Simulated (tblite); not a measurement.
Species: C₂H₁₂OSi₃.
Atom-mapped SMILES: `[CH3:1][O:2][CH2:3][SiH:4]([SiH3:5])[SiH3:6]` (hydrogens: H7, H8, H9 on C1; H10, H11 on C3; H12 on Si4; H13, H14, H15 on Si5; H16, H17, H18 on Si6)

Structure optimised with GFN2-xTB, isolated species.

What internal coordinates does the optimisation give?

```tsv
bond	length (pm)
C1–O2	140.1
O2–C3	141.6
C3–Si4	191.8
Si4–Si5, Si4–Si6	232.4
C1–H7	109.8
C1–H8, C1–H9	109.3
C3–H10, C3–H11	109.9
Si4–H12	148.1
Si5–H13 and 4 like bonds	146.6
Si6–H18	147.2
```

Bonds in one row agree within 1 pm and their mean is given. A selection of angles:
```tsv
angle	degrees
O2–C1–H7	111.2
O2–C1–H8	107.0
H7–C1–H8	109.5
C1–O2–C3	114.3
O2–C3–Si4	102.8
O2–C3–H10	110.3
Si4–C3–H10	113.9
H10–C3–H11	106.9
C3–Si4–Si5	109.0
C3–Si4–Si6	100.8
C3–Si4–H12	104.2
Si5–Si4–Si6	122.0
Si5–Si4–H12	108.0
Si6–Si4–H12	111.3
Si4–Si5–H13	110.5
Si4–Si5–H14	112.6
Si4–Si5–H15	115.9
H13–Si5–H14	106.2
Si4–Si6–H17	111.7
H16–Si6–H17	107.5
```

Torsions: C1–O2–C3–Si4 -177° (antiperiplanar); O2–C3–Si4–Si5 157° (antiperiplanar). The mirror-image conformer, all signs reversed, is as good.

Of the pairs four or more bonds apart, H7···H11 is among the closest relative to their van der Waals radii: 2.44 Å, 102 % of the sum of Bondi's values. Si5 (SiH3 silicon) is distorted tetrahedral (angles from 105.2° to 115.9°). Si4 (SiH silicon) is distorted tetrahedral (angles from 100.8° to 122.0°).

Point group: C1 (no symmetry element, even within 0.4 Å). Its GFN2-xTB frequencies are all real (lowest 33 cm⁻¹). One conformer, not necessarily the lowest. 3 starts were optimised and ended at 0.00, 0.08 and 1.41 kcal/mol (GFN2-xTB); the lowest of these is shown.

These are computed values.
